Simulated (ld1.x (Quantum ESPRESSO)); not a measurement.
# Plane-wave convergence, TM potential for potassium (K)

* Element: K
* Generator: ld1.x (Quantum ESPRESSO) 7.5
* Type: norm-conserving Troullier–Martins (Kleinman–Bylander form)
* Functional: PBE
* Relativity: scalar-relativistic
* Frozen core: [Ar]
* Valence charge: 1
* Reference configuration: 3d0 4s0.75 4p0 (charge +0.25)
* Partial waves: 4s (bound): rc 3.05 bohr; 4p (bound, empty): rc 4.05 bohr; 3d (bound, empty): rc 4.20 bohr; 4f channel at 0.35 Ry: rc 4.00 bohr
* Local potential: the f channel
* Core correction: a·sin(br)/r model core inside 2.10 bohr

The pseudo-atom Hamiltonian at the reference potential is diagonalised in spherical Bessel functions j_l(qr) that vanish at 20 bohr, with q² up to the cutoff. All-electron valence levels (Ry): 4s -0.2406, 4p -0.1156, 3d -0.0441.

Problem. How do the lowest levels (Ry) of each channel move with the cutoff, and are there ghosts?

Solution.

| cutoff (Ry) | s #1 | s #2 | p #1 | p #2 | d #1 | d #2 | f #1 | f #2 | Σ f·Δε (mRy) |
| --- | --- | --- | --- | --- | --- | --- | --- | --- | --- |
| 8 | -0.2403 | -0.0339 | -0.1154 | 0.0113 | -0.0404 | 0.0367 | 0.0500 | 0.1633 | 0.2 |
| 10 | -0.2404 | -0.0339 | -0.1154 | 0.0113 | -0.0426 | 0.0338 | 0.0500 | 0.1633 | 0.1 |
| 400 | -0.2406 | -0.0340 | -0.1154 | 0.0113 | -0.0432 | 0.0330 | 0.0500 | 0.1633 | 0.0 |

Result: no extra level below or beside the all-electron valence levels (s, p, d, f tested); 10 mRy is reached at 6 Ry and 1 mRy at 6 Ry.
